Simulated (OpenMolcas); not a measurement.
**Os⁶⁺: effect of the basis set**

| Quantity | Value |
| --- | --- |
| Program | OpenMolcas |
| Method | SS-RASPT2, IPEA 0.25 Eh, imaginary shift 0.1 Eh (closed shells correlated: 5s) |
| Active space | 8 electrons in 8 orbitals (RAS1 5p, at most 2 holes; RAS2 5d) |
| State averaging | 2S+1 = 3 even, 10 roots; 2S+1 = 1 even, 15 roots |
| Spin-orbit coupling | RASSI with atomic mean-field integrals over the reference wave functions, term energies averaged over their components |

A. ANO-R2 [8s6p5d3f1g], X2C, finite nucleus; CASPT2 step of the order of 11 core-seconds
B. ANO-RCC-VTZP [8s7p5d3f2g1h], DKH2, point nucleus; CASPT2 step about 19 core-seconds
C. ANO-RCC-VQZP [9s8p6d4f3g2h], DKH2, point nucleus; CASPT2 step about 26 core-seconds

Energies in eV above 5d² ³F₂, the measured ground level; measured values from van het Hof, Joshi, Wyart and Sugar, J. Res. Natl. Inst. Stand. Technol. 100, 687 (1995).

```tsv
Level	A	B	C	Measured
5d² ³F₂	0.0000	0.0000	0.0000	0.0000
5d² ³F₃	1.361	1.378	1.305	1.2780
5d² ³P₀	2.036	2.047	2.049	1.9635
5d² ³F₄	2.361	2.384	2.282	
5d² ³P₁	2.878	2.907	2.849	2.7398
5d² ¹G₄	4.053	4.076	3.971	3.8775
5d² ³P₂ [58 %]	4.293	4.333	4.203	4.1072
5d² ¹S₀	7.326	7.342	7.273	7.1551
```

Deviations, from unrounded energies. A percentage is the sum of absolute deviations over the sum of measured energies, with the sign that they share, or ± where signs differ.

```csv
Against measurement,Levels,A,B,C
mean absolute deviation (cm-1),6,1100,1300,710
fine structure of the ground term (%),1,+6.5,+7.9,+2.1
other terms of the ground configuration (%),5,+3.7,+4.3,+2.5
```

C lies closest to measurement on these levels and B furthest from it. The largest miss of C in the table is 5d² ¹S₀, by +950 cm-1. The ranking rests on the paired levels alone, and a cruder setting can come out closer through cancelling errors.

Among A to C the level of the table that moves most is 5d² ³P₂ [58 %], by 1100 cm-1 (lowest in C, highest in B). Moves below CASPT2's spread within the term are not significant.

Term energies are means over components that CASPT2 splits; among the terms shown or strongly mixed into the levels shown the widest spread is 400 cm-1 (5d² ¹G, C). Active for correlation alone: 5p; no level in the range computed is led by a configuration that opens it, so any true level of that kind is missing. Computed and measured levels are paired by configuration, term and J; levels that our copy of the source lacks, or whose pairing is in doubt (as where it misses far off the trend of its configuration), stay unpaired and out of the deviations. Only configurations of the active space appear. Levels that lie high or do not pair safely by name in every column are left out.

A share in square brackets marks a mixed level and gives the weight of the term that names it, the lowest over the columns.
